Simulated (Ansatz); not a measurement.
Ideal-gas functions of CH5BGeO, SMILES `[BH2][GeH]1[CH2][O]1` at 400 K and 1 bar, from an Ansatz frequency run at PBE0-D4/def2-TZVP.

Molar mass 116.47 g/mol, point group C1 (symmetry number 1), electronic degeneracy 1, moments of inertia 47.269, 126.257, 141.593 u Å². Harmonic wavenumbers (cm⁻¹, unscaled): 127, 152, 289, 482, 496, 594, 609, 622, 731, 776, 884, 1038, 1138, 1150, 1152, 1487, 2181, 2609, 2714, 3061, 3151.

Use S(trans) = R[1.5 ln M + 2.5 ln T − 1.1517]; rotational temperatures θ = 24.2544 K / I; S(rot) = R[ln(√π/σ · √(T³/θAθBθC)) + 1.5]; for each mode x = 1.438777 ν̃/T, S = R[x/(eˣ − 1) − ln(1 − e⁻ˣ)] and H = RT x/(eˣ − 1); 1 cm⁻¹ = 0.0119627 kJ/mol; R = 8.31446 J/(mol·K).

Question: By hand: the entropy, in J/(mol·K).

Answer: Translation 174.3. Rotation: θ = 0.5131, 0.1921, 0.1713 K, giving 108.9. Vibration, mode by mode: 14.90, 13.44, 8.36, 4.71, 4.52, 3.42, 3.28, 3.16, 2.32, 2.04, 1.50, 0.96, 0.72, 0.69, 0.69, 0.25, 0.03, 0.01, 0.01, 0.00, 0.00, in all 65.0. Electronic 0.0. Sum 348.2 J/(mol·K).

Question: By hand: H − E and G − E in kJ/mol, counted from the electronic energy.

Answer: Zero-point energy ½ × 25443 × 0.0119627 = 152.2; thermal vibration 15.0; translation, rotation and pV give 4 RT = 13.3. H − E = 180.5 kJ/mol, and G − E = 180.5 − 400 × 348.2/1000 = 41.2 kJ/mol.

Vibration gives 19 % of the entropy, 14.9 J/(mol·K) of it from the mode under 150 cm⁻¹: soft modes count most, and the harmonic formula is weakest for them. The sum counts one conformer and one mirror image; others add a mixing term.
